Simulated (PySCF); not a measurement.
Radial density of Rh (rhodium, neutral)

LDA, [Kr] 4d8 5s1, high-spin 4F determinant. All numbers are calculated (PySCF 2.14, the spin-free X2C one-electron Hamiltonian (Gaussian nucleus), in x2c-TZVPall).

```csv
r (bohr),4πr²ρ (e/bohr),4πr²(ρα − ρβ)
0.0349,51.64,0.0003
0.0586,52.87,0.0092
0.0986,71.88,0.0698
0.166,50.85,0.2348
0.279,55.29,0.3228
0.469,32.47,0.0012
0.790,14.94,0.9254
1.33,10.52,1.3543
2.23,2.541,0.8319
3.76,0.4743,0.2939
6.32,0.02794,0.0226
10.6,8.211e-05,0.0001
```

Densities and radii are taken from the X2C orbitals without a picture-change correction, which distorts them close to the nucleus.
